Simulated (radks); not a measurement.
Results of a calculation; reference values are marked as such.
All-electron atom: W in [Xe] 4f13 5d6 6s1 (not the ground configuration).

Level of theory: Dirac Kohn-Sham, PBE, spin-unpolarised, spherical densities, point nucleus; open shells are shared between the two j in proportion to 2j + 1 (a radial shooting solver on a logarithmic mesh with Libxc functionals).

Energy parts (eV):
| part | energy |
|---|---|
| total | -439862.61 |
| kinetic | 495718.02 |
| electron-nucleus | -1098413.16 |
| Hartree | 171665.29 |
| exchange-correlation | -8832.77 |

Orbitals (lengths in bohr, moments of r in powers of bohr; <r^-3> diverges for s and p1/2; r(90%) holds 90 % of the orbital's charge):
\begin{tabular}{lrrrrrr}
orbital & occ. & eigenvalue (eV) & <r^-3> & r(90%) & <r^2> & <r> \\ \hline
1s1/2 & 2 & -69407.18 & - & 0.0334 & 0.0004628 & 0.01834 \\
2s1/2 & 2 & -11977.81 & - & 0.120 & 0.007061 & 0.07694 \\
2p1/2 & 2 & -11452.90 & - & 0.106 & 0.005043 & 0.06365 \\
2p3/2 & 4 & -10100.14 & 16320 & 0.116 & 0.006243 & 0.07161 \\
3s1/2 & 2 & -2765.977 & - & 0.295 & 0.04612 & 0.2005 \\
3p1/2 & 2 & -2532.519 & - & 0.287 & 0.04233 & 0.1906 \\
3p3/2 & 4 & -2240.038 & 3692 & 0.307 & 0.04892 & 0.2053 \\
3d3/2 & 4 & -1847.499 & 638.1 & 0.280 & 0.03793 & 0.1797 \\
3d5/2 & 6 & -1783.925 & 542.7 & 0.286 & 0.03974 & 0.1842 \\
4s1/2 & 2 & -576.9953 & - & 0.644 & 0.2274 & 0.4486 \\
4p1/2 & 2 & -480.1574 & - & 0.660 & 0.2344 & 0.4536 \\
4p3/2 & 4 & -412.0008 & 861.6 & 0.707 & 0.2693 & 0.4865 \\
4d3/2 & 4 & -253.0237 & 130.9 & 0.753 & 0.2924 & 0.5023 \\
4d5/2 & 6 & -240.4076 & 109.1 & 0.769 & 0.3054 & 0.5135 \\
5s1/2 & 2 & -80.6778 & - & 1.51 & 1.251 & 1.055 \\
5p1/2 & 2 & -51.5037 & - & 1.69 & 1.523 & 1.159 \\
5p3/2 & 4 & -41.2230 & 127.2 & 1.85 & 1.807 & 1.262 \\
4f5/2 & 5.57143 & -41.1131 & 20.35 & 0.963 & 0.4272 & 0.5864 \\
4f7/2 & 7.42857 & -38.7836 & 19.42 & 0.978 & 0.4403 & 0.5950 \\
6s1/2 & 1 & -5.1676 & - & 4.83 & 11.92 & 3.220 \\
5d3/2 & 2.4 & -4.5804 & 8.562 & 3.20 & 4.800 & 1.975 \\
5d5/2 & 3.6 & -3.7946 & 6.710 & 3.40 & 5.374 & 2.081 \\
\end{tabular}

The highest occupied level is 5d5/2 at -3.795 eV. The density falls to 0.001 e/bohr^3 at r = 4.65 bohr.
